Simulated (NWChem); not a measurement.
System: CH2ClFO2Si; SMILES Cl[Si@H](C(=O)O)F

Input file for NWChem:

```
start job
memory heap 200 mb stack 900 mb global 1100 mb
geometry units angstroms noautosym nocenter noautoz
  O      0.282182    -1.797801    -1.294421
  C      0.098400    -1.402545    -0.166386
  O      0.387263    -2.130676     0.939356
  Si    -0.610499     0.322148     0.285437
  F     -1.407414     0.841977    -1.002593
  Cl     0.968767     1.581650     0.667953
  H      0.767171    -2.982073     0.636426
  H     -1.513922     0.302984     1.450597
end
basis spherical
  * library def2-svp
end
dft
  xc b3lyp
  iterations 150
end
cosmo
  do_cosmo_smd true
  solvent water
end
task dft energy
```

Structure relaxed at the B3LYP/6-31G* (spherical d) level. B3LYP is NWChem's, with the RPA form of VWN correlation. Solvent: water.

Level: B3LYP/def2-SVP with SMD (1 M gas to 1 M solution), gas-phase geometry. Reactions with the solvent are ignored.

Q: Give the results of this calculation. (B3LYP/def2-SVP, SMD on the gas-phase geometry.) Quantities: solvation free energy (kcal/mol); cavity-dispersion-structure term (kcal/mol); dipole in solution (D).

A: 
```json
{
 "solvation free energy (kcal/mol)": "-4.3",
 "cavity-dispersion-structure term (kcal/mol)": "4.6",
 "dipole in solution (D)": "3.23"
}
```
